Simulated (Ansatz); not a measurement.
Ansatz (an electronic-structure program) input (wB97M-V/def2-TZVPD):

Ansatz 0.2 input:
```yaml
crystal:
  periodic: [false, false, false]
  atoms:
    - {symbol: Hf, position_ang: [0.12228311, -0.00523979, -0.02792606]}
    - {symbol: F, position_ang: [-0.69893607, 1.39751621, -1.06527194]}
    - {symbol: F, position_ang: [-0.27932883, -1.35559791, 1.28868040]}
basis:
  gaussian:
    orbitals: def2-TZVPD
hamiltonian:
  xc: {name: wB97M-V}
total_charge: 1
magnetization: {spin_polarized: true, initial_magnetization: 1}
```

End of the output:

```
integrals: 0.06 GiB planned
779 factors; their error is unknown
integrals: 0.09 GiB planned
193 factors; integrals over basis functions are off by at most 4.0e-5 eV
mean field: 0.74 GiB planned
mean field evaluation 1: about -6715.6915 eV, gradient 7.6e1 eV
mean field evaluation 2: about -6597.6679 eV, gradient 2.1e2 eV
mean field evaluation 4: about -6733.9411 eV, gradient 3.5e0 eV
mean field evaluation 8: about -6734.0388 eV, gradient 2.4e-1 eV
mean field evaluation 16: about -6734.0730 eV, gradient 9.0e-2 eV
mean field evaluation 32: about -6734.0850 eV, gradient 1.2e-5 eV
mean field -6734.08496560 eV, -247.4730579591 hartree, gradient 1.1e-5 eV, S^2 0.750666; 3 other end points of the search recorded, 0 dependent functions left out
reference -6734.08502887 eV, -247.4730602842 hartree; 15, 14 occupied and 108, 109 virtual orbitals, 779 factors
Total energy: -6734.08502887 eV, -247.4730602842 hartree
```

This state (charge 1, doublet) is run at the relaxed geometry of the species with charge 0 and multiplicity 3.
